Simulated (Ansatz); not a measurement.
Reaction (ligand exchange at a B–C bond): `BCS` + `S[CH2][GeH3]` → `BS[CH2][GeH3]` + CH₃SH

Gas-phase electronic energies from Ansatz, PBE0-D4/def2-TZVP geometries. CBS: MP2 limit from def2 TZ/QZ plus the TZ coupled-cluster correction, frozen cores. This one scheme is used for every species. DFT in def2-TZVPP. For Ge outer-core shells are correlated without core-valence functions, which leaves a few kJ/mol of doubt a bond. Scalar relativity is left out up to krypton. One conformer a species, not always the lowest.

`BCS`:

```xyz
8

B     0.021    0.369    0.976
C     0.129    0.307   -0.567
S    -0.019   -1.295   -1.400
H    -0.344   -0.563    1.632
H     0.270    1.406    1.521
H     1.060    0.782   -0.895
H    -0.662    0.985   -0.926
H    -0.456   -1.992   -0.340
```

`S[CH2][GeH3]`:

```xyz
9

S     1.205   -1.440   -0.904
C     0.067   -0.035   -0.937
Ge   -0.639    0.406    0.840
H     2.022   -0.979    0.057
H    -0.761   -0.347   -1.576
H     0.534    0.833   -1.404
H    -1.531    1.661    0.771
H     0.551    0.683    1.777
H    -1.448   -0.782    1.377
```

`BS[CH2][GeH3]`:

Cartesian coordinates in Å:
```
B 0.715 -1.173 -1.748
S 0.071 -1.649 -0.191
C 0.409 -0.260 0.920
Ge -0.949 1.152 0.759
H 0.579 -1.965 -2.628
H 1.262 -0.123 -1.897
H 0.409 -0.656 1.936
H 1.400 0.140 0.709
H -0.910 1.709 -0.672
H -2.333 0.549 1.044
H -0.654 2.276 1.769
```

CH₃SH:

Z-matrix (Å, degrees):
```
C
S 1 1.806
H 1 1.089 2 111.5
H 1 1.089 2 111.5 3 -123.8
H 1 1.090 2 106.2 3 118.1
H 2 1.342 1 97.1 3 61.9
```

Q: Is it downhill or uphill in electronic energy at CCSD(T)/CBS, and by how much? (Estimate.)

A: The calculation gave: Downhill: ΔE = -109.0 kJ/mol.

Q: What do these levels give: r2SCAN-D4, ωB97X-V, ωB97M-V, B2PLYP, r2SCAN, HF/def2-TZVPP, MP2/def2-TZVPP, CCSD(T)/def2-TZVPP, HF/def2-QZVPP, MP2/def2-QZVPP, HF/CBS(def2), CCSD/CBS(def2)? (Best estimate.)

A: The calculation gave: r2SCAN-D4 -114.3, ωB97X-V -105.6, ωB97M-V -106.2, B2PLYP -110.4, r2SCAN -113.9, HF/def2-TZVPP -96.7, MP2/def2-TZVPP -113.1, CCSD(T)/def2-TZVPP -110.2, HF/def2-QZVPP -95.7, MP2/def2-QZVPP -112.1, HF/CBS(def2) -95.6, CCSD/CBS(def2) -105.0 kJ/mol.

Largest T1 diagnostic among the species: 0.013.

From PBE to PBE0 (25 % exact exchange), in def2-TZVPP and without D4, ΔE moves by +3.9 kJ/mol. In def2-TZVPP, CCSD(T) changes the Hartree–Fock value by −13.5 kJ/mol (the triples alone add −4.0 kJ/mol) and MP2 by −16.4 kJ/mol.
